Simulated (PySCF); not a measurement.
Electronic structure of Sn⁺ (tin, charge +1) at the UHF level

Configuration: [Kr] 4d10 5s2 5p1, 2P determinant. Computed with PySCF 2.14 in cc-pVTZ-PP with ECP28MDF (5s4p3d1f, 39 functions), with a scalar-relativistic core potential.

| Quantity | Value |
| --- | --- |
| Total energy | -213.088256 hartree |
| One-electron energy | -369.7463 hartree |
| Hartree (Coulomb) energy | 173.5872 hartree |
| Exchange energy | -16.9292 hartree |
| ⟨S²⟩ | 0.7606 |
| ⟨L²⟩ | 2.032 |
| Sum of ⟨r⟩ | 25.69 bohr |
| Sum of ⟨r²⟩ | 43.54 bohr² |
| Traceless quadrupole moment −½Σ⟨3z² − r²⟩ along its main axis | -4.11 e·bohr² |
| Time after the integrals | 0.14 s of wall time on 1 thread of Neoverse-V1 (shared host) |

| shell | electrons | mean orbital energy (hartree) | spread (hartree) | rms radius, mean of both spins (bohr) |
| --- | --- | --- | --- | --- |
| 4s α | 1 | -6.15608 | 0 | 0.879 |
| 4s β | 1 | -6.15230 | 0 | 0.879 |
| 4p α | 3 | -4.34136 | 0.00482 | 0.953 |
| 4p β | 3 | -4.33751 | 0.01907 | 0.953 |
| 4d α | 5 | -1.60529 | 0.01347 | 1.17 |
| 4d β | 5 | -1.60143 | 0.02166 | 1.17 |
| 5s α | 1 | -0.80506 | 0 | 2.53 |
| 5s β | 1 | -0.73118 | 0 | 2.53 |
| 5p α | 1 | -0.51539 | 0 | 3.15 |

Energies and moments cover only the electrons outside the core potential.
